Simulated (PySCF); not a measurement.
H₆NSi₂, SMILES [SiH2]N[SiH3], multiplicity 2.

Coordinates come from a r2SCAN-D4/def2-SVP optimisation. The isomer is the one that the SMILES or the coordinates give; other isomers of the formula were not compared.

Computed with TDA-M06-2X/def2-SVPD in PySCF.

Vertical excitations. Isolated molecule, no solvent.

Estimate the UV-visible absorptions. (Estimate from the structure and the level; the computed values follow.)


```csv
state,energy (eV),λ (nm),f,main pairs
root 1,3.91,317,0.014,α HOMO→LUMO 84 %
root 2,4.92,252,0.053,"α HOMO→LUMO+2 30 %, α HOMO→LUMO+3 27 %, α HOMO→LUMO+1 17 %, β HOMO→LUMO 13 %"
root 3,5.07,245,0.072,"α HOMO→LUMO+3 16 %, β HOMO→LUMO 67 %"
root 4,5.18,240,0.035,"α HOMO→LUMO+3 45 %, α HOMO→LUMO+2 26 %, α HOMO→LUMO+1 13 %"
root 5,5.58,222,0.008,"β HOMO−1→LUMO 77 %, β HOMO−2→LUMO 12 %"
root 6,5.66,219,0.011,"α HOMO→LUMO+5 32 %, α HOMO→LUMO+4 22 %, α HOMO→LUMO+6 12 %, α HOMO→LUMO+2 11 %"
root 7,5.95,208,0.007,"α HOMO→LUMO+1 51 %, α HOMO→LUMO+4 19 %, α HOMO→LUMO+2 17 %"
root 8,6.09,204,0.035,"α HOMO→LUMO+5 32 %, α HOMO→LUMO+4 25 %, α HOMO→LUMO+7 13 %, α HOMO→LUMO+2 12 %"
root 9,6.51,191,0.004,"α HOMO→LUMO+6 23 %, α HOMO→LUMO+4 12 %, α HOMO→LUMO+7 8 %, β HOMO→LUMO+1 41 %"
root 10,6.56,189,0.005,"α HOMO→LUMO+6 51 %, β HOMO→LUMO+1 31 %"
```
Unrestricted roots are not spin-pure.
